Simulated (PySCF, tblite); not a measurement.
Calculations on `C[CH]C[C@@]1(F)CS1` [radical], in the order of a workflow; each names the level of the geometry that it ran on. Settings lines and outputs come from a driver script.

Compound: C5H8FS (doublet state).
SMILES with atom numbers: `[CH3:1][CH:2][CH2:3][C@@:4]1([F:5])[CH2:6][S:7]1` (hydrogens: H8, H9, H10 on C1; H11 on C2; H12, H13 on C3; H14, H15 on C6)

Step 1: GFN2-xTB geometry optimisation, gas phase (tblite 0.8.0) (from a force-field or distance-geometry start)
```json
{"job": {"kind": "relax", "xc": "GFN2-xTB", "basis": "xTB"}, "charge": 0, "multiplicity": 2}
```
```
step      E/eV     max force
  0    -616.58896    2.906
  1    -616.73744    0.859
  2    -616.77672    0.403
...
 83    -616.84090    0.053
 84    -616.84101    0.025
 85    -616.84110    0.020
 86    -616.84119    0.014
 87    -616.84122    0.010
```

Energy lowered by 5.8 kcal/mol over 87 steps; largest atomic force 0.010 eV/Å at the end. «max force» is the largest atomic force in eV/Å.

Step 2: GFN2-xTB harmonic vibrations, gas phase (tblite 0.8.0) (on the GFN2-xTB geometry)
```json
{"job": {"kind": "ir", "xc": "GFN2-xTB", "basis": "xTB"}, "charge": 0, "multiplicity": 2}
```
```
(table of modes left out)
```

39 modes from 49 to 3101 cm⁻¹ (unscaled, harmonic); zero-point energy 71.8 kcal/mol; all wavenumbers are real at this level.

Step 3: UKS B3LYP, pcH-1 on C F H S, non-relativistic, mean-field spin-orbit, GIAO (PySCF 2.14.0) (on the GFN2-xTB geometry)
```json
{"job": {"kind": "epr", "basis": "pcH-1"}, "charge": 0, "multiplicity": 2}
```
```
...
E = -693.32632132 Eh   <S^2> = 0.7539 (exact 0.7500)
g shifts (ppm)      1          2          3
  rmc          -147       -147       -147
  gc             13         20         27
  oz_so        -662        384       1558
  total        -796        256       1438
hyperfine (MHz)  atom isotope    a_iso     a_fc   dipolar eigenvalues
    0   13C     -32.51     -32.52     -2.58      0.06      2.52
    1   13C     106.69     106.81    -80.07    -79.30    159.37
    2   13C     -29.10     -29.10     -1.77     -0.82      2.59
    3   13C     117.16     117.17     -5.20     -4.59      9.79
    4   19F      -3.37      -3.40     -6.28     -2.02      8.30
    5   13C      -1.35      -1.36     -0.62     -0.29      0.91
    6   33S       0.47       0.46     -2.92     -2.39      5.31
    7    1H     159.90     159.90     -5.50     -2.74      8.23
    8    1H      26.17      26.17     -4.70     -4.16      8.86
    9    1H      51.67      51.67     -4.72     -4.70      9.42
   10    1H     -58.84     -58.85    -37.73     -0.82     38.55
   11    1H      50.86      50.86     -5.28     -4.21      9.48
   12    1H      16.64      16.63     -5.03     -4.04      9.08
   13    1H       0.00       0.00     -1.44     -1.03      2.47
   14    1H       0.30       0.29     -2.05     -1.63      3.68
```

⟨S²⟩ 0.754; g_iso 2.0026. rmc, gc and oz_so are the mass-correction, gauge-correction and orbital-Zeeman/spin–orbit parts of the g shift along its three principal axes; a_iso is the isotropic hyperfine coupling and a_fc its Fermi-contact part. The log counts atoms from 0, this text from 1.

Question: Which step took the most CPU time, and about what did each take on an Arm Neoverse V2 with one thread, no GPU (shared host)?

Answer: Step 3, about 99 % of the total. CPU time by step: 1: 0.37 s, 2: 0.32 s, 3: 60 s.

Geometry of the electronic-property runs (GFN2-xTB):
```
atom  x, y, z in Å
C1    -2.150    0.508   -0.054
C2    -1.061   -0.317    0.499
C3    -0.032   -0.921   -0.374
C4     1.128    0.055   -0.538
F5     0.747    1.183   -1.197
C6     2.161    0.243    0.505
S7     2.764   -0.576   -0.993
H8    -1.844    1.558   -0.150
H9    -2.437    0.166   -1.047
H10   -3.020    0.490    0.602
H11   -0.864   -0.272    1.557
H12    0.378   -1.840    0.053
H13   -0.437   -1.134   -1.366
H14    2.542    1.242    0.667
H15    2.121   -0.379    1.388
```

 (This holds for the electronic-property runs.)

One conformer stands for the species.
